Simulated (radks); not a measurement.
Spherical jellium clusters: N electrons in a uniform positive sphere of charge N and radius rs N^(1/3), rs = 3.36 bohr. Calculated with a radial shooting solver with Libxc functionals: non-relativistic Kohn-Sham, LDA (Slater exchange, Perdew-Wang correlation), spin-polarised, spherical densities. Levels are named by radial order and angular momentum (1s, 1p, 1d, 2s, ...), and open shells are averaged over m.

N = 4, configuration 1s2 1p(up 2, down 0). This is the lowest configuration that the search found. Occupied and some empty levels:

level,occupation,eigenvalue (eV),<r> (bohr)
1s up,1,-5.2109,3.884
1s down,1,-4.5631,3.869
1p up,2,-2.9025,5.148
1p down,0,-2.2606,5.345
2s up,0,-0.82043,8.187
1d up,0,-0.66093,7.144
2s down,0,-0.58206,9.034
1d down,0,-0.24358,8.274

Energy (eV): total -5.40021, kinetic 9.3218, external -91.787, Hartree 43.461, exchange-correlation -15.373, background 48.977.
